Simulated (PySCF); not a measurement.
Record of a relaxation.

Compound: FeF3 (sextet state).
Bonds: Fe1–F2, Fe1–F3, Fe1–F4.

Computed by this run: PBE0-D3(BJ)/def2-SVP geometry optimisation, gas phase in PySCF; unrestricted, density fitting, grid level 1; the optimiser is geomeTRIC in internal coordinates, started from a GFN2-xTB structure with every atom displaced at random (about 0.03 Å). The frame can shift and turn from step to step; on so coarse a grid that alone can change the energy by a few meV, and forces under 0.02 eV/Å are noise.

Step 0: E = -42514.0933 eV, largest atomic force 4.496 eV/Å
```
atom  x, y, z in Å  |  force x, y, z in eV/Å
Fe1     0.054   -0.076    0.597   -1.151   2.082  -3.815
F2      1.645   -0.039   -0.179   -0.328   0.020   0.973
F3     -0.865    1.443   -0.234    1.404  -2.204   1.917
F4     -0.750   -1.418   -0.215    0.076   0.101   0.925
```

Step 1: E = -42514.8182 eV, largest atomic force 2.289 eV/Å
```
atom  x, y, z in Å  |  force x, y, z in eV/Å
Fe1     0.033   -0.043    0.439   -0.675   1.157  -1.856
F2      1.687   -0.015   -0.128    0.076  -0.011   0.474
F3     -0.840    1.424   -0.176    0.632  -1.005   0.915
F4     -0.796   -1.457   -0.165   -0.033  -0.142   0.467
```

Step 2: E = -42515.1444 eV, largest atomic force 0.540 eV/Å
```
atom  x, y, z in Å  |  force x, y, z in eV/Å
Fe1     0.022   -0.024    0.231    0.045  -0.104  -0.527
F2      1.743   -0.001   -0.057    0.125  -0.018   0.164
F3     -0.847    1.445   -0.108   -0.131   0.243   0.168
F4     -0.834   -1.510   -0.096   -0.039  -0.121   0.196
```

Step 3: E = -42515.2378 eV, largest atomic force 0.202 eV/Å
```
atom  x, y, z in Å  |  force x, y, z in eV/Å
Fe1     0.024   -0.024    0.048    0.037  -0.108  -0.115
F2      1.769   -0.002    0.007    0.041  -0.019   0.051
F3     -0.862    1.472   -0.053   -0.084   0.182   0.028
F4     -0.848   -1.536   -0.032    0.005  -0.055   0.037
```

Step 4: E = -42515.2285 eV, largest atomic force 0.582 eV/Å
```
atom  x, y, z in Å  |  force x, y, z in eV/Å
Fe1     0.024   -0.024   -0.003    0.017  -0.075  -0.011
F2      1.791   -0.003    0.026   -0.582  -0.021  -0.015
F3     -0.874    1.494   -0.039    0.253  -0.393   0.016
F4     -0.858   -1.557   -0.015    0.312   0.489   0.010
```

Step 5: E = -42515.2051 eV, largest atomic force 0.869 eV/Å
```
atom  x, y, z in Å  |  force x, y, z in eV/Å
Fe1     0.023   -0.024   -0.019    0.015  -0.068   0.050
F2      1.801   -0.004    0.032   -0.868  -0.021  -0.044
F3     -0.879    1.505   -0.034    0.403  -0.650   0.003
F4     -0.862   -1.568   -0.010    0.450   0.739  -0.008
```

Step 6: E = -42515.0731 eV, largest atomic force 1.396 eV/Å
```
atom  x, y, z in Å  |  force x, y, z in eV/Å
Fe1     0.032   -0.030   -0.227   -0.034   0.008  -0.136
F2      1.708   -0.001    0.094    1.393  -0.001   0.084
F3     -0.835    1.418    0.033   -0.693   1.194   0.012
F4     -0.822   -1.478    0.070   -0.667  -1.202   0.040
```

Step 7: E = -42515.2104 eV, largest atomic force 0.381 eV/Å
```
atom  x, y, z in Å  |  force x, y, z in eV/Å
Fe1     0.027   -0.027   -0.129   -0.043   0.014   0.180
F2      1.752   -0.005    0.067    0.378  -0.011  -0.047
F3     -0.856    1.463    0.000   -0.173   0.327  -0.072
F4     -0.841   -1.522    0.031   -0.161  -0.330  -0.061
```

Step 8: E = -42515.2334 eV, largest atomic force 0.297 eV/Å
```
atom  x, y, z in Å  |  force x, y, z in eV/Å
Fe1     0.026   -0.026   -0.066   -0.044   0.017   0.101
F2      1.760   -0.005    0.045    0.294  -0.010  -0.039
F3     -0.859    1.470   -0.018   -0.129   0.248  -0.034
F4     -0.843   -1.530    0.009   -0.121  -0.256  -0.029
```

Step 9: E = -42515.2380 eV, largest atomic force 0.343 eV/Å
```
atom  x, y, z in Å  |  force x, y, z in eV/Å
Fe1     0.023   -0.024    0.018   -0.012  -0.007  -0.075
F2      1.782   -0.006    0.014   -0.342  -0.017   0.020
F3     -0.869    1.490   -0.043    0.168  -0.250   0.029
F4     -0.853   -1.550   -0.020    0.186   0.274   0.026
```

Step 10: E = -42515.2439 eV, largest atomic force 0.132 eV/Å
```
atom  x, y, z in Å  |  force x, y, z in eV/Å
Fe1     0.028   -0.017   -0.006   -0.110   0.072  -0.004
F2      1.774   -0.023    0.020    0.023   0.025  -0.007
F3     -0.877    1.481   -0.035    0.085  -0.058   0.007
F4     -0.842   -1.532   -0.011    0.002  -0.040   0.004
```

Step 11: E = -42515.2408 eV, largest atomic force 0.299 eV/Å
```
atom  x, y, z in Å  |  force x, y, z in eV/Å
Fe1     0.012   -0.036   -0.012    0.137  -0.151   0.015
F2      1.758    0.016    0.020    0.040  -0.072  -0.012
F3     -0.833    1.483   -0.031   -0.184   0.235  -0.003
F4     -0.854   -1.554   -0.007    0.007  -0.012  -0.001
```

Step 12: E = -42515.2447 eV, largest atomic force 0.041 eV/Å
```
atom  x, y, z in Å  |  force x, y, z in eV/Å
Fe1     0.019   -0.027   -0.009    0.008  -0.006   0.005
F2      1.766   -0.004    0.018    0.002  -0.023  -0.009
F3     -0.855    1.485   -0.032   -0.021   0.034   0.002
F4     -0.848   -1.544   -0.008    0.011  -0.005   0.001
```

Step 13: E = -42515.2450 eV, largest atomic force under 0.02 eV/Å
```
atom  x, y, z in Å  |  force x, y, z in eV/Å
Fe1     0.020   -0.024   -0.007   -0.014   0.008  -0.001
F2      1.767   -0.013    0.014    0.000  -0.007  -0.006
F3     -0.858    1.487   -0.030    0.006   0.005   0.004
F4     -0.846   -1.542   -0.008    0.008  -0.006   0.003
```

Q: Summarise the path.

A: The energy falls by 111.13 kJ/mol from step 0 to step 13; nine tenths of that is first reached at step 2. It rises by more than 0.2 meV at steps 4, 5, 6 and 11. The largest force goes from 4.496 to under 0.02 eV/Å. Among the bonds Fe1–F3 changes most, from 1.959 to 1.748 Å; the atoms move by 0.364 Å rms after alignment.

The cost below is that of the whole optimisation. Time: 65 s of wall time; peak memory 0.30 GiB. Hardware: an Arm Neoverse V1 with one thread, no GPU, on a shared host.
